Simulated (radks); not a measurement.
Task: All-electron atom: Ta0.25+ in [Ar] 3d(up 5, down 4.75) 4s2 4p6 4d10 4f14 5s2 5p6 5d3 6s2 (fractional occupations, a model configuration). Method: scalar-relativistic Kohn-Sham, r2SCAN, spin-polarised, spherical densities, finite nucleus; open shells are filled with parallel spins first (spin-orbit coupling, left out, can overturn this in heavy ions); meta-GGA in the generalised Kohn-Sham scheme; Fermi nuclear charge, rms radius 5.3507 fm; computed with a radial shooting solver on a logarithmic mesh with Libxc functionals. Some entries of the table are withheld. Estimate them.

| orbital | occ. | eigenvalue (eV) | <r^2> (bohr^2) |
|---|---|---|---|
| 1s down | 1 | -67458.69 | 0.0004789 |
| 1s up | 1 | -67458.68 | 0.0004789 |
| 2s up | 1 | -11633.42 | 0.007373 |
| 2s down | 1 | -11631.98 | 0.007372 |
| 2p up | 3 | -10195.50 | 0.006084 |
| 2p down | 3 | -10194.38 | 0.006083 |
| 3s up | 1 | -2683.865 | 0.04775 |
| 3s down | 1 | -2682.541 | 0.04776 |
| 3p up | 3 | -2254.116 | 0.04846 |
| 3p down | 3 | -2252.767 | 0.04847 |
| 3d up | 5 | -1753.211 | 0.04024 |
| 3d down | 4.75 | -1751.480 | 0.04026 |
| 4s up | 1 | -555.9863 | 0.2366 |
| 4s down | 1 | -555.7005 | 0.2368 |
| 4p up | 3 | -414.0996 | 0.2689 |
| 4p down | 3 | -413.8427 | 0.2691 |
| 4d up | 5 | -231.6768 | 0.3147 |
| 4d down | 5 | -231.3821 | 0.3148 |
| 5s up | 1 | -78.5533 | 1.367 |
| 5s down | 1 | -77.2300 | 1.342 |
| 5p up | 3 | -44.3349 | (1) |
| 5p down | 3 | -42.3900 | (2) |
| 4f up | 7 | (3) | 0.5055 |
| 4f down | 7 | (4) | 0.4959 |
| 6s up | 1 | -7.8428 | 10.86 |
| 5d up | 3 | -6.7579 | 5.231 |
| 6s down | 1 | -6.4863 | 13.01 |
| 5d down | 0 | -4.2572 | 6.264 |

Result: 
(1) 5p up <r^2> (bohr^2): 1.897
(2) 5p down <r^2> (bohr^2): 1.846
(3) 4f up eigenvalue (eV): -29.9489
(4) 4f down eigenvalue (eV): -29.5036
